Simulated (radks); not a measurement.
The numbers below are computed, except where a source is named.
Trend from Mg4+ to Ar4+: ionisation energy by Delta-SCF between NIST ground configurations, and size. Level of theory: Dirac Kohn-Sham, PBE, spin-unpolarised, spherical densities, point nucleus; open shells fill j = l - 1/2 first (a radial shooting solver on a logarithmic mesh with Libxc functionals).

species  configuration  configuration of the ion  IE (eV)  NIST (eV)       kind  outermost  <r> outermost (bohr)
Mg4+      [He] 2s2 2p4              [He] 2s2 2p3   146.20     141.33  semi-emp.      2s1/2                 0.649
Al4+      [He] 2s2 2p5              [He] 2s2 2p4   156.99     153.83  semi-emp.      2s1/2                 0.604
Si4+              [Ne]              [He] 2s2 2p5   167.80     166.77       exp.      2s1/2                 0.564
P4+           [Ne] 3s1                      [Ne]   65.060     65.025       exp.      3s1/2                  1.60
S4+           [Ne] 3s2                  [Ne] 3s1   73.242     72.595       exp.      3s1/2                  1.47
Cl4+      [Ne] 3s2 3p1                  [Ne] 3s2   67.209       67.7  semi-emp.      3p1/2                  1.44
Ar4+      [Ne] 3s2 3p2              [Ne] 3s2 3p1   73.826       74.8  semi-emp.      3p1/2                  1.33

Reference values: NIST Atomic Spectra Database (exp. = measured, semi-emp. = semi-empirical, theory = theoretical value adopted there). Spin polarisation and multiplet splitting are left out, so open shells lie too high by an amount that depends on their filling.

Beside tabulated values, note that spin-unpolarised runs miss the spin-polarisation part of the exchange energy of open shells.
